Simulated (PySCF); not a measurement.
C3H4F2Si, SMILES C#CC(F)(F)[SiH3]. Heavy atoms are numbered as in [CH:1]#[C:2][C:3]([F:4])([F:5])[SiH3:6]. Hydrogens are named by the atom that carries them.

Geometry: PBE-D3(BJ)/def2-SVP. This is a generated structure with no PubChem entry under its InChIKey; it may be hypothetical.

Calculation: PBE/pcSseg-1 run with PySCF.

GIAO shieldings, no solvent; atoms alike by connectivity are averaged. δ = σ(ref) − σ: ¹³C against TMS (σ = 182.0 ppm); ¹⁹F against CFCl3 (σ = 133.6 ppm); ²⁹Si against TMS (σ = 335.4 ppm); ¹H against TMS (σ = 31.49 ppm), references at their B3LYP-D3(BJ)/def2-TZVP geometries, non-relativistic.

Computed chemical shifts:
```json
[
 {"nucleus": "¹³C", "atoms": "C3", "count": "1", "δ (ppm)": "129.7"},
 {"nucleus": "¹³C", "atoms": "C1 (CH)", "count": "1", "δ (ppm)": "89.3"},
 {"nucleus": "¹³C", "atoms": "C2", "count": "1", "δ (ppm)": "82.5"},
 {"nucleus": "¹⁹F", "atoms": "F4", "count": "2", "δ (ppm)": "-123.6"},
 {"nucleus": "²⁹Si", "atoms": "Si6 (SiH3)", "count": "1", "δ (ppm)": "-59.2"},
 {"nucleus": "¹H", "atoms": "H on Si6", "count": "3", "δ (ppm)": "4.64"},
 {"nucleus": "¹H", "atoms": "H on C1", "count": "1", "δ (ppm)": "3.48"}
]
```
